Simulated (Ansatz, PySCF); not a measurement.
C$_{4}$H$_{10}$Ge, singlet, at a GFN2-xTB geometry, atoms displaced at random by about 0.08 Å a coordinate. Base run: PySCF with PBE/STO-3G, gradient.

The PySCF input:
```python
from pyscf import gto, scf, dft

mol = gto.M(
    atom='''
Ge   -0.311055   -0.051262   -0.327870
C    -1.024931    2.150125   -0.058735
C    -1.080026   -1.046095    0.876349
C     1.598907   -0.132371   -0.199994
C     2.323606   -0.826730    0.651313
H    -0.787927   -0.171268   -1.694879
H    -2.046877    1.905482    0.015680
H    -0.567312    2.496344   -0.672251
H    -0.356784    2.375596    1.058916
H    -0.759153   -2.070981    0.745690
H    -0.857169   -0.978959    1.941156
H    -2.167498   -0.995487    0.811315
H     2.367065    0.296896   -1.016036
H     1.849004   -1.429116    1.383223
H     3.490866   -0.857534    0.528149
''',
    basis='sto-3g',
    charge=0,
    spin=0,
    verbose=4,
)

mf = dft.RKS(mol)
mf.xc = 'pbe'
mf.kernel()
g = mf.nuc_grad_method()
grad = g.kernel()
```

Programs used: Ansatz (an electronic-structure program), PySCF; a row that names a program was run with it.

The coordinate followed is z of atom 12.

Each row names what was changed in the base input (with any setting that the change needs).

```tsv
change	dE/dx (Eh/bohr)	net force (Eh/bohr)
base	0.000500	0.000039
density fitting = on	0.000499	0.000039
finite difference step (bohr) = 1e-5; conv_tol = 1e-11	0.000504	-
conv_tol = 1e-4	0.000451	0.000039
density fitting = on; auxbasis_response = off	0.000500	0.001894
finite difference step (bohr) = 1e-3; conv_tol = 1e-11	0.000504	-
finite difference step (bohr) = 0.05; conv_tol = 1e-11	0.000495	-
grids.level = 5; grid_response = off	0.000501	0.000002
code = ansatz	0.000500	0.000000
grids.level = 5; grid_response = on	0.000501	0.000000
finite difference step (bohr) = 0.01; conv_tol = 1e-11	0.000504	-
grids.level = 1; grid_response = off	0.000488	0.000510
```

The net force is zero for an exact gradient.
